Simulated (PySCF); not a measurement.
Computed IR spectrum (relative IR intensity) of a molecule C₂H₈GeO. Geometry optimised at B3LYP-D3(BJ)/def2-SVP. The values are those of a single conformer. Method: B3LYP-D3(BJ)/def2-SVP (PySCF 2.14.0). Frequencies are harmonic and unscaled.

```json
[
 {"ν (cm⁻¹)": "141", "relative intensity": "48"},
 {"ν (cm⁻¹)": "203", "relative intensity": "6.1"},
 {"ν (cm⁻¹)": "214", "relative intensity": "34"},
 {"ν (cm⁻¹)": "575", "relative intensity": "3.7"},
 {"ν (cm⁻¹)": "594", "relative intensity": "39"},
 {"ν (cm⁻¹)": "607", "relative intensity": "2.9"},
 {"ν (cm⁻¹)": "676", "relative intensity": "40"},
 {"ν (cm⁻¹)": "701", "relative intensity": "35"},
 {"ν (cm⁻¹)": "746", "relative intensity": "25"},
 {"ν (cm⁻¹)": "834", "relative intensity": "24"},
 {"ν (cm⁻¹)": "843", "relative intensity": "45"},
 {"ν (cm⁻¹)": "846", "relative intensity": "35"},
 {"ν (cm⁻¹)": "904", "relative intensity": "82"},
 {"ν (cm⁻¹)": "1253", "relative intensity": "7.6"},
 {"ν (cm⁻¹)": "1258", "relative intensity": "5.2"},
 {"ν (cm⁻¹)": "1443", "relative intensity": "4.8"},
 {"ν (cm⁻¹)": "2136", "relative intensity": "100"},
 {"ν (cm⁻¹)": "3033", "relative intensity": "7.8"},
 {"ν (cm⁻¹)": "3127", "relative intensity": "11"},
 {"ν (cm⁻¹)": "3140", "relative intensity": "7.1"},
 {"ν (cm⁻¹)": "3844", "relative intensity": "29"}
]
```

Q: Pick the molecule that these values belong to.
A. CO[CH2][GeH3]
B. CC[O][GeH3]
C. C[C@@H](O)[GeH3]
D. [CH3][GeH]([CH3])[OH]

A: D, [CH3][GeH]([CH3])[OH]
